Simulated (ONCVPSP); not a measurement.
carbon: excitation energies, all-electron against ONCV

carbon (C), optimised norm-conserving Vanderbilt (ONCV), made with ONCVPSP 4.0.1 (PBEsol, scalar-relativistic). Core [He], reference 2s2 2p0.5 (charge +1.5). Waves: 2s: rc 1.05 bohr, ncon 4, nbas 7, qcut 7.8 1/bohr, 2 projectors, debl 2.4 Ha; 2p: rc 2.80 bohr, ncon 3, nbas 7, qcut 5.3 1/bohr, 2 projectors, debl 0.7 Ha; d scattering state at 0.42 Ha: rc 2.75 bohr, ncon 4, nbas 7, qcut 4 1/bohr, 1 projector. Local part: polynomial inside 0.65 bohr (lpopt 2, dvloc0 0 Ha). Core correction: none.

In the p channel the program set the typed energies aside and used -0.879, 0.050 Ha. In the d channel the program set the typed energies aside and used 0.050 Ha.

Energies are relative to the spin-unpolarised reference configuration 2s2 2p0.5; without spin polarisation the order of configurations can differ from experiment.

```tsv
valence configuration	charge	ΔE all-electron (eV)	error AE − PS (meV)
2s2 2p2	0	-20.963	+468
2s0 2p4	0	-4.090	+1023
```

Task: What are ΔE and the potential's error for 2s2 2p1?

Result: ΔE = -10.174 eV all-electron; the error (AE − PS) is +87 meV.

Task: What are ΔE and the potential's error for 2s2 2p0?

Result: ΔE = 13.844 eV all-electron; the error (AE − PS) is +128 meV.

Levels in the configuration 2s2 2p2:

| level | all-electron (eV) | pseudo (eV) |
| --- | --- | --- |
| 2s | -13.648 | -13.670 |
| 2p | -5.234 | -5.573 |

Note: no bound ghost flagged; GHOST(+) flagged for d at 25.4 eV.
